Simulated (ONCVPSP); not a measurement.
## Before and after: ONCV potential for carbon (C)

ONCVPSP 4.0.1 input, shortened (lines: element, Z, core and valence counts, functional; n l f; lmax; l rc ep ncon nbas qcut; lloc lpopt rc5 dvloc0; l nproj debl; icmod fcfact rcfact), PBE, scalar-relativistic:

```
  C 6.00    1    2        4      upf
    1    0    2.00
    2    0    2.00
    2    1    2.00
    2
    0    1.25    0.00    3    8    5.60
    1    2.60    0.00    5    8    5.50
    2    2.10    0.39    4    7    4.20
    4    5    0.90    0.00
    0    1    1.70
    1    2    3.10
    2    2    3.20
    3    1.75    1.20
```

Change: s: rc 1.42.

Cutoffs: the cutoffs (Ha) at which the residual kinetic energy of the hardest occupied pseudo-wave falls to 1 and 0.1 mHa per electron; they do not see the model core or the augmentation charge, which bear on the density cutoff. Errors are all-electron minus pseudo energies relative to the spin-unpolarised reference configuration.

Task: What does the change do?

Result: The potential gets softer (14 Ha and 72 Ha → 12 Ha and 17 Ha); both files keep a bound ghost (d); the errors of the 4 common tests hardly move. A larger radius leaves more room for a smooth pseudo-wave, so fewer plane waves are needed.

```tsv
quantity	base	changed
cutoff, loose	14 Ha	12 Ha
cutoff, tight	72 Ha	17 Ha
loose cutoff by channel	s 14 Ha, p 11 Ha	s 12 Ha, p 11 Ha
bound ghosts	d	d
GHOST(+) flags under 300 eV	none	none
error for 2s2 2p1, meV [ΔE 10.86 eV]	+72	+74
error for 2s2 2p0, meV [ΔE 35.02 eV]	+601	+623
error for 2s1 2p0, meV [ΔE 83.21 eV]	+1192	+1197
error for 2s1 2p2, meV [ΔE 19.62 eV]	-55	-60
p: phases at 2.64 bohr within 0.05 rad from the reference energy up to (Ha; the scan ends near 5)	3.7	3.7
d: phases at 2.13 bohr within 0.05 rad from the reference energy up to (Ha; the scan ends near 5)	4.1	4.1
rms error of d²Exc/dni dnj with the model core, mHa	1.64	1.65
```

 A true bound ghost makes a file unfit for plane-wave use even where its test errors are small: the radial tests pick states by their node count and pass the ghost by.
